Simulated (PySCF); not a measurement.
**Solvent effects on NMR parameters**

Bonds (- single, = double, # triple, : aromatic): Cl1-C2, C2=C3, C3-C4, C4=C5, C5-C6, C6=C7, C7-C3. C2 carries H8; C4 carries H9; C5 carries H10; C6 carries H11; C7 carries H12.

GIAO PBE0/pcSseg-1 in PySCF 2.14.0 with density-fitted response routines on one PBE0-D3(BJ)/def2-SVP conformer, non-relativistic, equivalent nuclei averaged. Solvents enter as an IEF-PCM continuum (chloroform with ε = 4.7, dimethylsulfoxide with ε = 46.8) around the gas-phase geometry. Shifts are referred to TMS computed in the same medium.

In chloroform, δ in ppm: C3 153.9, C2 147.0, C5 143.2, C6 140.5, C7 130.9, C4 125.3, H8 7.02, H9 6.87, H10 6.81, H11 6.68, H12 6.41. Dipole moment 1.06 D.

(1) How does each δ change in the more polar medium?

(2) Which nuclei move most (in ppm), and what does the model miss?

Results:

(1) 
```csv
atoms,environment,"Δδ, dimethylsulfoxide"
C3,fully substituted alkene carbon,-0.1
C2,alkene CH,+1.8
C5,alkene CH,+0.4
C6,alkene CH,+0.2
C7,alkene CH,+0.8
C4,alkene CH,+0.1
H8,hydrogen on an alkene CH,+0.15
H9,hydrogen on an alkene CH,+0.03
H10,hydrogen on an alkene CH,+0.07
H11,hydrogen on an alkene CH,+0.07
H12,hydrogen on an alkene CH,+0.12
```

Changes are relative to chloroform. The dipole moment becomes 1.17 D in dimethylsulfoxide.

(2) C2 (alkene CH, +1.8 ppm) in dimethylsulfoxide. A continuum only polarises the solute; specific hydrogen bonds, the anisotropy of aromatic solvents and changes of geometry or conformer are outside it.
